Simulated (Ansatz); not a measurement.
CdO2⁻, relaxed as a doublet with UKS B3LYP-D4/def2-TZVPD in Ansatz, starting from the GFN1-xTB geometry. Force threshold 0.02 eV/Å.

In the def2 sets Cd takes a core potential; there is no spin–orbit coupling. The structure holds 1 bond(s) between oxygen atoms. The highest occupied level of the charge -1 doublet lies above zero (up to 0.31 eV). By energy differences its removal costs 2.21 eV (vertical, to the charge 0 triplet, at PBE0-D4/def2-TZVPD). The relaxation made no stability test and no search for a lower SCF solution. Another isomer (doublet) lies 0.08 eV lower at r2SCAN-D4/def2-TZVPD.

Start:

| atom | x (Å) | y (Å) | z (Å) |
| --- | --- | --- | --- |
| Cd1 | -0.3243 | 0.6835 | -0.9090 |
| O2 | 0.6625 | 0.4218 | 0.8500 |
| O3 | -0.3382 | -1.1053 | 0.0590 |

```json
{"step": "1", "energy (eV)": "-8658.5931", "largest force component (eV/Å)": "2.357", "SCF passes": "58"}
{"step": "2", "energy (eV)": "-8658.7798", "largest force component (eV/Å)": "1.034", "SCF passes": "47"}
{"step": "3", "energy (eV)": "-8659.9172", "largest force component (eV/Å)": "4.701", "SCF passes": "113"}
{"step": "4", "energy (eV)": "-8660.5504", "largest force component (eV/Å)": "6.965", "SCF passes": "30"}
{"step": "5", "energy (eV)": "-8660.9836", "largest force component (eV/Å)": "0.970", "SCF passes": "28"}
{"step": "6", "energy (eV)": "-8660.9990", "largest force component (eV/Å)": "0.195", "SCF passes": "25"}
{"step": "7", "energy (eV)": "-8661.0000", "largest force component (eV/Å)": "0.004", "SCF passes": "26"}
```

Force components are those of the run's own axes.

End:

```
atom   x (Å)   y (Å)   z (Å)
 Cd1  -0.469   0.969  -1.304
  O2   0.572   0.025   0.921
  O3  -0.102  -0.994   0.383
```

Bonds formed: O2–O3 (atoms count from 1).

No frequencies were taken in this run, so the end may be a saddle point.

It took 9.5 s on 4 threads of Arm Neoverse V2 on a shared host.
